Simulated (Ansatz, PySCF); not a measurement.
Complex: NH3 (SMILES N) (first 4 atoms) with PH3 (SMILES P); geometry from B3LYP-D3(BJ)/def2-TZVP, rigid monomers moved along the line of their centres of mass till N1···P5 is 4.51 Å.
(charge 0, multiplicity 1):
```xyz
8

N     -0.06426    -0.11648     0.07645
H     -0.90631    -0.68055     0.07660
H     -0.34211     0.83583    -0.13135
H      0.52022    -0.43874    -0.68638
P     -0.06309     0.65688     4.52224
H      1.18241     1.15701     4.07438
H      0.29587     0.72918     5.89756
H      0.32452    -0.69800     4.39527
```

Interaction energies are E(AB) − E(A) − E(B) at the monomers' geometry in the complex; basis-set methods are counterpoise corrected.

Cores are frozen in the correlated methods. CBS: X⁻³ extrapolation of the correlation energy, Hartree–Fock from the larger set.

Run with Ansatz (a first-principles code) with Gaussian orbitals; PySCF for the dispersion terms. 

PBE/def2-TZVPPD gives -2.1 kJ/mol for the interaction energy.

Task: Where do these levels fall relative to PBE: PBE-D3(BJ)/def2-TZVPPD, r2SCAN/def2-TZVPPD, PBE0/def2-TZVPPD, wB97M-V/def2-TZVPPD, MP2/CBS(aug-cc-pV(D+d)Z, aug-cc-pV(T+d)Z), CCSD(T)/CBS(aug-cc-pV(D+d)Z, aug-cc-pV(T+d)Z).

Result: PBE-D3(BJ)/def2-TZVPPD -0.9; r2SCAN/def2-TZVPPD 0.1; PBE0/def2-TZVPPD 0.2; wB97M-V/def2-TZVPPD -0.4; MP2/CBS(aug-cc-pV(D+d)Z, aug-cc-pV(T+d)Z) -0.5; CCSD(T)/CBS(aug-cc-pV(D+d)Z, aug-cc-pV(T+d)Z) -0.5 kJ/mol. 2 of 6 lie above PBE; the widest gap is to PBE-D3(BJ)/def2-TZVPPD.
